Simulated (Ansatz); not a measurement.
A further run on [FeH6]4- (FeH₆⁴⁻).

```yaml
crystal:
  periodic: [false, false, false]
  atoms:
    - {symbol: Fe, position_ang: [0.129168, -0.103739, -0.106910]}
    - {symbol: H, position_ang: [-0.625789, -0.262336, 1.124691]}
    - {symbol: H, position_ang: [-0.313176, -0.392684, -1.492893]}
    - {symbol: H, position_ang: [1.451363, 0.543119, -0.288098]}
    - {symbol: H, position_ang: [-1.184569, 0.493640, -0.276828]}
    - {symbol: H, position_ang: [0.088445, 1.165302, 0.599974]}
    - {symbol: H, position_ang: [0.454558, -1.443312, 0.440074]}
basis:
  gaussian: {orbitals: def2-TZVP, nuclear_model: gaussian}
total_charge: -4
hamiltonian: {xc: {name: LC-wPBE}}
scf: {omitted_lower_state_checks: [starts]}
output: {forces: true}
```

```sh
$ ansatz run in.yaml --threads 4 --pin off --events-out ev --progress --plain --max-ram 3916MiB
```

Shortened log:

```
Functional definition: LC-wPBE
700 factors; their error is unknown
243 factors; integrals over basis functions are off by at most 1.7e-5 eV
mean field evaluation 1: about -34044.1513 eV, gradient 3.9e2 eV
mean field evaluation 2: about -33338.4185 eV, gradient 9.0e2 eV
mean field evaluation 4: about -34033.0120 eV, gradient 6.0e2 eV
mean field evaluation 8: about -34444.2839 eV, gradient 4.2e0 eV
mean field evaluation 16: about -34445.2928 eV, gradient 1.3e-1 eV
a density is far from that of the atoms, so the factors are made again for it
753 factors; integrals over basis functions are off by at most 7.0e-4 eV
257 factors; integrals over basis functions are off by at most 1.7e-5 eV
mean field evaluation 32: about -34445.2938 eV, gradient 6.1e-5 eV
mean field -34445.29381564 eV, -1265.8411998660 hartree, gradient 6.2e-6 eV, S^2 0.000000; 0 other end points of the search recorded, 0 dependent functions left out
reference -34445.29381564 eV, -1265.8411998661 hartree; 18, 18 occupied and 63, 63 virtual orbitals, 753 factors
Total energy: -34445.29381564 eV, -1265.8411998661 hartree
Atom 0 at     0.129168    -0.103739    -0.106910 Å, force    -1.107922     1.481773     2.363805 eV/Å
Atom 1 at    -0.625789    -0.262336     1.124691 Å, force    -0.828524    -0.644888     0.874360 eV/Å
Atom 2 at    -0.313176    -0.392684    -1.492893 Å, force     1.059702    -0.654567    -0.211210 eV/Å
Atom 3 at     1.451363     0.543119    -0.288098 Å, force     1.102302     0.056353    -1.634731 eV/Å
Atom 4 at    -1.184569     0.493640    -0.276828 Å, force    -0.576077     0.060831    -0.532140 eV/Å
Atom 5 at     0.088445     1.165302     0.599974 Å, force     0.174653     1.347629     0.170556 eV/Å
Atom 6 at     0.454558    -1.443312     0.440074 Å, force     0.175866    -1.647131    -1.030640 eV/Å
Dipole moment:    -0.314679     0.263077     0.278196 e Å
Checks for a lower state left out: starts
```

Hardware: 4 threads of Arm Neoverse V2 on a shared host. Wall time 3.6 s.

LC-ωPBE has ω = 0.4 bohr⁻¹. A multiply charged anion in the gas phase is held together partly by the finite basis. The highest occupied level of an anion often lies above zero with these methods, and sets without diffuse functions describe the outer electron poorly. The restricted singlet is unstable towards broken spin symmetry at other levels; at RKS LC-ωPBE/def2-TZVP this wasn't settled.

The dipole of an ion depends on the origin.
